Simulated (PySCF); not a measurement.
Species: CH₆GeS.
InChI=1S/CH6GeS/c1-2-3/h3H,2H2,1H3

Torsions of this conformer, `[CH3:1][GeH2:2][SH:3]`: H–S3–Ge2–C1 -65°.

The closed-shell ground state was solved at several levels (PySCF, density fitting, gas phase). Geometry: PBE0-D3(BJ)/def2-SVP, one conformer, isolated molecule. Relativistic effects, spin–orbit coupling among them, are left out although an element past zinc is present.

```csv
level,basis functions,HOMO (eV),LUMO (eV),gap (eV),dipole (D)
PBE0/pcSseg-1,112,-7.17,0.46,7.63,2.09
PBE0/pcSseg-2,226,-7.18,0.16,7.34,1.98
```

(1) What might CAM-B3LYP/def2-SVPD (133 basis functions) give for the same quantities?

(2) Over all these levels, which gives the widest orbital gap and which the narrowest?

(3) How far do the dipole and the HOMO energy spread over the levels?

## Answers

(1) HOMO -8.49 eV, LUMO 0.80 eV, gap 9.29 eV, dipole 1.96 D.

(2) CAM-B3LYP/def2-SVPD (range-separated hybrid) has the widest, 9.29 eV, and PBE0/pcSseg-2 (global hybrid, 25 % exact exchange) the narrowest, 7.34 eV. Functional and basis both differ between the two, so the spread mixes both effects.

(3) The dipole runs from 1.96 to 2.09 D (mean 2.01 D) and the HOMO from -8.49 to -7.17 eV.
